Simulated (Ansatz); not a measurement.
A single point on C2H6AlClSi, SMILES `[AlH2][C]1(Cl)C[SiH2]1`.

```yaml
crystal:
  periodic: [false, false, false]
  atoms:
    - {symbol: Al, position_ang: [0.424656, 2.000422, 0.157074]}
    - {symbol: C, position_ang: [0.201558, 0.066995, 0.159766]}
    - {symbol: Cl, position_ang: [1.537795, 0.210340, 1.431604]}
    - {symbol: C, position_ang: [-0.957499, -0.866274, 0.467501]}
    - {symbol: Si, position_ang: [0.071865, -1.350730, -1.002192]}
    - {symbol: H, position_ang: [-0.492781, 2.851528, 1.127656]}
    - {symbol: H, position_ang: [1.452059, 2.637025, -0.863303]}
    - {symbol: H, position_ang: [-1.954921, -0.437324, 0.448491]}
    - {symbol: H, position_ang: [-0.817285, -1.549888, 1.303394]}
    - {symbol: H, position_ang: [-0.328836, -1.080999, -2.398660]}
    - {symbol: H, position_ang: [0.928687, -2.537995, -0.810731]}
basis:
  gaussian: {orbitals: def2-QZVPP}
correlation: {method: mp2}
```

```sh
$ ansatz run in.yaml --threads 4 --pin off --events-out ev --progress --plain --max-ram 10444MiB
```

Output, abridged:

```
Functional definition: HF
2956 factors; integrals over basis functions are off by at most 8.8e-4 eV
mean field evaluation 1: about -29101.4319 eV, gradient 3.5e1 eV
mean field evaluation 2: about -29101.6192 eV, gradient 3.5e1 eV
mean field evaluation 4: about -29105.3013 eV, gradient 4.9e0 eV
mean field evaluation 8: about -29105.3934 eV, gradient 3.2e-1 eV
mean field -29105.39397833 eV, -1069.6035003592 hartree, gradient 3.8e-6 eV, S^2 0.000000; 0 other end points of the search recorded, 0 dependent functions left out
17 core orbitals not correlated: weight in the atoms' cores, before any rotation towards them, 1.000 or more for the frozen orbitals, at most 0.000 for the correlated occupied ones
reference -29105.39397833 eV, -1069.6035003592 hartree; 14, 14 occupied and 473, 473 virtual orbitals, 2956 factors
second order -21.39951818 eV of doubles, -0.00000000 eV of singles
Total energy: -29126.79349652 eV, -1070.3899181473 hartree
```

It took 24 s on 4 threads of an AMD EPYC 7B13 on a shared host, with 3.5 GiB of host memory at the peak.
